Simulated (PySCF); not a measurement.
PySCF input for dibromo-chloro-fluoromethane (CBr2ClF), SMILES BrC(Cl)(F)Br, PBE/pcSseg-1. Coordinates come from a B3LYP-D3(BJ)/def2-SVP optimisation.

```python
import numpy as np
from pyscf import gto, scf, dft
from pyscf.prop.nmr import rks as nmr

mol = gto.M(
    atom='''
    F    -1.66708609   -0.59432391   -0.00000000
    C    -0.34841930   -0.41421987   -0.00000000
    Cl    0.45311451   -1.99810201   -0.00000001
    Br    0.13416206    0.59717098   -1.60863642
    Br    0.13416206    0.59717098    1.60863643
    ''',
    basis='pcSseg-1',
    charge=0,
    spin=0,
    max_memory=1600,
    verbose=3,
)
mf = dft.RKS(mol, xc='pbe')
mf.grids.level = 3
mf.conv_tol = 1e-10
mf.max_cycle = 100
mf.kernel()
n = nmr.NMR(mf)
n.verbose = 2
n.max_cycle_cphf = 60
sigma = n.kernel()
print('atom   isotropic/ppm   span/ppm')
for i, s in enumerate(sigma):
    w = np.linalg.eigvalsh((s + s.T) / 2)
    print(f'{mol.atom_symbol(i):2s}{i + 1:3d} {w.mean():14.3f} {w[2] - w[0]:11.3f}')
```

Output:

```
converged SCF energy = -5744.78501529232
atom   isotropic/ppm   span/ppm
F   1        118.716      24.567
C   2         18.162       9.647
Cl  3        264.686     957.727
Br  4        886.917    2896.525
Br  5        886.917    2896.525
```

The calculation finished and met its thresholds.
